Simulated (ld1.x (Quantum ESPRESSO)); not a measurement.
# lutetium: variants of one TM semilocal potential

Base potential:

* Element: lutetium
* Generator: ld1.x (Quantum ESPRESSO) 7.5
* Type: norm-conserving Troullier–Martins (semilocal form)
* Functional: LDA (PZ)
* Relativity: scalar-relativistic
* Frozen core: [Xe]
* Valence charge: 17
* Reference configuration: 4f14 5d1 6s1.75 6p0.25
* Partial waves: 6p (bound): rc 3.20 bohr; 5d (bound): rc 2.40 bohr; 4f (bound): rc 1.25 bohr; 6s (bound): rc 3.05 bohr
* Local potential: the s channel
* Core correction: none

Cutoffs, loose and tight: the cutoffs (Ry, on a coarse ladder) from which the occupation-weighted sum of valence levels, in a spherical-Bessel basis at the reference potential, stays within 10 and 1 mRy of its value at 400 Ry. They do not see the model core or the augmentation charge, which bear on the density cutoff. Test errors are all-electron minus pseudo excitation energies from the reference, over the configurations 4f14 5d1 6s2 6p0; 4f14 5d1 6s1 6p0; 4f14 5d1 6s0 6p0; 4f14 5d2 6s1 6p0; 4f14 5d1 6s0 6p1; 4f13 5d1 6s2 6p0; 4f14 5d0 6s2 6p1 (two spin-polarised tests are not counted in the largest error). A dash means not determined; rows that change the core or the reference have their own tests. The largest error is taken over the tests solved by every variant that gives reliable tests at all: 4f13 5d1 6s2 6p0; 4f14 5d1 6s0 6p0; 4f14 5d1 6s0 6p1; 4f14 5d1 6s1 6p0.

Cutoffs are not given where the Bessel-basis levels miss the radial ones by over 6 mRy, ghosts where they miss by over 20 mRy; a channel whose overlap is not positive is not tested.

In the semilocal form every listed channel keeps its own potential, so the choice of the local channel does not act on these tests. It acts once the file is put into the separable form.

A semilocal file is local in each channel, so a ghost entry of none says nothing of the separable form that plane-wave codes build from it.

```tsv
change	outcome	cutoff, loose	cutoff, tight	bound ghosts	largest test error (meV)
base	generated	300 Ry	over 300 Ry	none	-1009
all radii scaled by about 1.32 (s 4.02, p 4.22, d 3.16, f 1.64 bohr)	generated	200 Ry	300 Ry	none	-567
core correction a·sin(br)/r model core inside 1.06 bohr	generated	300 Ry	over 300 Ry	none	-1064
wave 5d (bound): rc 2.40 bohr becomes 5d (bound): rc 1.84 bohr	generated	300 Ry	over 300 Ry	none	-1002
functional PBE	generated	300 Ry	over 300 Ry	none	-977
reference 4f14 5d1 6s2 6p0	generated	300 Ry	over 300 Ry	none	-1011
wave 6p (bound): rc 3.20 bohr becomes 6p (bound): rc 2.60 bohr	generated	300 Ry	over 300 Ry	none	-1032
wave 4f (bound): rc 1.25 bohr becomes 4f (bound): rc 1.46 bohr	generated	230 Ry	over 300 Ry	none	-956
core [Kr] 4d10 5s2, valence charge 23; reference 4f14 5p6 5d1 6s1 6p1; waves now 6s (bound): rc 2.35 bohr; 5p (bound): rc 1.55 bohr; 5d (bound): rc 2.80 bohr; 4f (bound): rc 0.75 bohr; local potential the f channel	generated	–	–	none	-277
local potential the d channel	generated	300 Ry	over 300 Ry	none	-1009
wave 6s (bound): rc 3.05 bohr becomes 6s (bound): rc 3.26 bohr	generated	300 Ry	over 300 Ry	none	-964
core [Kr] 4d10 5s2, valence charge 23; reference 4f14 5p6 5d0 6s0 6p0; waves now 6s (bound): rc 2.55 bohr; 5p (bound): rc 1.55 bohr; 5d (bound): rc 1.90 bohr; 4f (bound): rc 1.15 bohr; local potential the f channel; core correction Bessel-smoothed model core inside 0.80 bohr	generated	–	–	none	-582
```

Question: What comes out with this change to the base: form changed from semilocal to separable (Kleinman–Bylander), still TM; local potential the p channel?

Answer: outcome: generated; cutoff, loose: 300 Ry; cutoff, tight: over 300 Ry; bound ghosts: none; largest test error (meV): -755.
